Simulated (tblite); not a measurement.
Run record: tight-binding relaxation, `BC1(B)BCCC1=C`.

Computed with GFN2-xTB geometry optimisation, gas phase (tblite 0.8.0). Start geometry: from a force field or distance geometry. The command runs a driver script over a list of jobs; the input below is this job's line of settings and its coordinates in Å.

Command:
```bash
OMP_NUM_THREADS=1 python probes_run.py task.json out
```

Input:
```
{"job": {"kind": "relax", "xc": "GFN2-xTB", "basis": "xTB"}, "charge": 0, "multiplicity": 1}
B      1.645400    -1.113800     0.817500
C      0.739300    -0.128900    -0.103300
B      1.383800     0.114600    -1.512400
B      0.643700     1.262700     0.629900
C     -0.916500     1.516300     0.769500
C     -1.623800     0.238800     0.405900
C     -0.618200    -0.656200    -0.262300
C     -0.950200    -1.750700    -0.887800
H      1.025300    -1.679400     1.667100
H      2.638100    -0.594600     1.193400
H      2.518000    -0.069600    -1.727900
H      0.863000     0.971700    -2.162600
H      1.537600     2.023400     0.750600
H     -1.192900     2.288700     0.005400
H     -1.187200     1.907600     1.778600
H     -2.387600     0.467800    -0.320300
H     -2.003900    -0.311500     1.296700
H     -0.155900    -2.349700    -1.346100
H     -1.967900    -2.127900    -0.999600
```

Output:
```
step      E/eV     max force
  0    -542.27261    2.653
  1    -542.56324    1.984
  2    -542.77398    1.285
  3    -542.91331    1.192
  4    -543.00509    0.517
  5    -543.01800    0.327
  6    -543.03324    0.319
  7    -543.04131    0.245
  8    -543.05118    0.216
  9    -543.05873    0.225
... (83 lines left out)
 93    -543.28733    0.013
 94    -543.28737    0.013
 95    -543.28740    0.014
 96    -543.28744    0.015
 97    -543.28750    0.019
 98    -543.28760    0.026
 99    -543.28771    0.023
100    -543.28777    0.013
101    -543.28780    0.011
102    -543.28783    0.010
```

«max force» is the largest atomic force in eV/Å.

Problem. From which step on does the largest force stay under 0.1 eV/Å, and how much energy is left to gain from there?

Solution. From step 39 (0.095 eV/Å), 9.8 meV above the end.

In short: energy lowered by 23.4 kcal/mol over 102 steps; largest atomic force 0.010 eV/Å at the end.

Problem. Give the final coordinates.

Solution. 0.372 Å rms from the input after alignment:
```
atom  x, y, z in Å
B1     1.6298   -0.9720    0.8419
C2     0.7157   -0.1142   -0.0889
B3     1.5655    0.1164   -1.3782
B4     0.6009    1.3047    0.5830
C5    -0.9394    1.6006    0.7341
C6    -1.6523    0.2575    0.5024
C7    -0.6919   -0.6119   -0.2666
C8    -1.0447   -1.6693   -0.9783
H9     1.2164   -1.9875    1.2510
H10    2.7023   -0.6168    1.1394
H11    2.6573    0.5284   -1.3250
H12    1.0801   -0.1107   -2.4183
H13    1.4734    2.0165    0.8839
H14   -1.2279    2.3087   -0.0503
H15   -1.2439    2.0636    1.6743
H16   -2.6059    0.3642   -0.0164
H17   -1.8549   -0.2184    1.4669
H18   -0.3172   -2.2706   -1.4969
H19   -2.0731   -1.9800   -1.0655
```

Hardware: an AMD EPYC 9R45 with one thread, on a shared host. Cost: 0.47 s.
Labels such as C1 count atoms from 1, the log's own numbers from 0.
